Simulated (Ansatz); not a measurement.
W₃Se₅, relaxed as a singlet with RKS PBE-D4/def2-SVP in Ansatz, starting from the GFN1-xTB geometry. Force threshold 0.03 eV/Å.

In the def2 sets W takes a core potential; there is no spin–orbit coupling. The relaxation made no stability test and no search for a lower SCF solution. No other spin state of charge 0 was run. Another isomer (singlet) lies 0.06 eV lower at PBE0-D4/def2-TZVP; other spin states weren't run for this one.

Start:

```xyz
8

W     0.0365   -0.5142   -1.3254
W    -1.3196    0.4465    0.7823
W     1.2669    0.5174    0.8217
Se   -0.0866    2.5255    1.2517
Se    0.1038   -2.7892   -1.1768
Se    2.3323    0.4240   -1.3619
Se   -2.3079    0.2895   -1.4331
Se   -0.0254   -0.8995    2.4414
```

| step | energy (eV) | largest force component (eV/Å) | SCF passes |
| --- | --- | --- | --- |
| 1 | -332150.5089 | 3.292 | 36 |
| 2 | -332150.5943 | 5.021 | 35 |
| 3 | -332151.2008 | 0.371 | 39 |
| 4 | -332151.2216 | 0.173 | 33 |
| 5 | -332151.2268 | 0.066 | 28 |
| 6 (rejected) | -332151.2266 | 0.100 | 29 |
| 7 | -332151.2275 | 0.012 | 29 |

Force components are those of the run's own axes.

End:

Cartesian coordinates in Å:
```
W 0.0355 -0.5004 -1.2964
W -1.2106 0.3391 0.7395
W 1.1643 0.4017 0.7771
Se -0.0864 2.5009 1.1964
Se 0.0994 -2.7715 -0.9985
Se 2.2997 0.5718 -1.4474
Se -2.2810 0.4401 -1.5207
Se -0.0209 -0.9816 2.5499
```

By distances, no bond broke or formed. The bond that changes most is W2–Se7, from 2.43 to 2.50 Å (atoms count from 1).

No frequencies were taken in this run, so the end may be a saddle point.

It took 74 s on 4 threads of Arm Neoverse V1 on a shared host, peak host memory 0.67 GiB.
